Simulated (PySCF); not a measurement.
# The 27-electron isoelectronic series, spin-free X2C

Calculated with PySCF 2.14 from differences of total energies of unrestricted determinants, without spin-orbit coupling. Each ion has its own even-tempered basis scaled to its charge (21s14p10d5f4g for the first); frozen: nothing. Ionisation energies in eV.

```tsv
ion	configuration	UHF	NIST (with spin-orbit, Breit and QED)
Se⁷⁺	[Ar] 3d9 (2D)	183.97	184 ± 2.1 (t)
Br⁸⁺	[Ar] 3d9 (2D)	223.95	224 ± 2.2 (t)
Rb¹⁰⁺	[Ar] 3d9 (2D)	313.45	313.1 ± 2.4 (t)
Nb¹⁴⁺	[Ar] 3d9 (2D)	530.07	530 ± 3 (t)
Ru¹⁷⁺	[Ar] 3d9 (2D)	725.16	723 ± 3 (t)
Pd¹⁹⁺	[Ar] 3d9 (2D)	870.64	869 ± 4 (t)
Cd²¹⁺	[Ar] 3d9 (2D)	1028.4	1026 ± 4 (t)
In²²⁺	[Ar] 3d9 (2D)	1111.9	1109 ± 4 (t)
Sn²³⁺	[Ar] 3d9 (2D)	1198.5	1195 ± 4 (t)
Sb²⁴⁺	[Ar] 3d9 (2D)	1288.2	1285 ± 4 (t)
```

Each ion has its own basis, which adds noise of up to about 0.1 % along the series.

NIST values marked (s) are semi-empirical, (t) theoretical. Open shells are high-spin determinants of the terms that Hund's rules give.

Spin-orbit coupling of the open shells is absent from the calculated values and included in NIST's; it grows fast with Z.
